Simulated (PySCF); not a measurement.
# Ionisation energy of Ca(7+) by level of theory

Ca(7+) [Ne] 3s2 3p1 (2P) → Ca(8+) [Ne] 3s2 (1S), as a difference of total energies. Computed with PySCF 2.14 in an even-tempered Gaussian basis (18 s from 0.19 bohr⁻², ratio 2.5; 12 p from 0.24 bohr⁻², ratio 2.5; 5 d from 1.9 bohr⁻², ratio 2.7; 5 f from 2.9 bohr⁻², ratio 2.7), with no relativity, point nucleus. Correlated levels: outer shells: 1s2 frozen; virtual orbitals above 40 to 60 times the deepest correlated orbital energy dropped. The calculations carry no spin-orbit coupling.

```
                method  ionisation energy (eV)
                   UHF                  146.45
    MP2 (outer shells)                  146.95
SCS-MP2 (outer shells)                  146.91
   CCSD (outer shells)                  147.05
CCSD(T) (outer shells)                  147.06
```

How much does correlation contribute at CCSD(T) (outer shells)?

147.06 − (146.45) = 0.61 eV, measured against UHF.

A first-order spin-orbit estimate (lowest level to lowest level, LS coupling) adds 0.326 eV.

These non-relativistic numbers lack the scalar-relativistic shift.

For comparison: 147.24 ± 0.12 eV (measured; NIST Atomic Spectra Database, ionization energies).
